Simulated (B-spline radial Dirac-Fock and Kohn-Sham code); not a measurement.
# Core-level shifts of indium with charge state

The computed values come from a radial finite-basis atomic code: Dirac-Fock ΔSCF + Breit + QED. Each ion is free and in its tabulated ground configuration. Correlation and solid-state effects are left out.

Reference: In²⁴⁺, [Ar] 3d7, with K 28854.0 eV, L1 5135.9 eV, L2 4835.8 eV, M1 1622.9 eV. Shifts from it, in eV (a dash: the subshell is empty, belongs to an open shell averaged over j, or its hole state is left out as unreliable):

| ion | configuration | K | L1 | L2 | M1 |
| --- | --- | --- | --- | --- | --- |
| In²⁵⁺ | [Ar] 3d6 | +92.6 | +90.5 | +91.2 | +68.7 |
| In²⁶⁺ | [Ar] 3d5 | +187.5 | +183.0 | +184.6 | +138.6 |
| In²⁷⁺ | [Ar] 3d4 | +284.9 | +277.7 | +280.2 | +209.6 |
| In²⁸⁺ | [Ar] 3d3 | +384.7 | +374.4 | +377.9 | +281.9 |
| In²⁹⁺ | [Ar] 3d2 | +486.8 | +473.2 | +477.8 | +355.3 |
| In³⁰⁺ | [Ar] 3d1 | +591.3 | +574.0 | +579.8 | +429.9 |
| In³¹⁺ | [Ne] 3s2 3p6 | +698.2 | +676.8 | +683.9 | +505.6 |
| In³²⁺ | [Ne] 3s2 3p5 | +809.9 | +773.1 | +782.1 | +573.6 |
| In³³⁺ | [Ne] 3s2 3p4 | +923.5 | +870.7 | +881.8 | +642.4 |
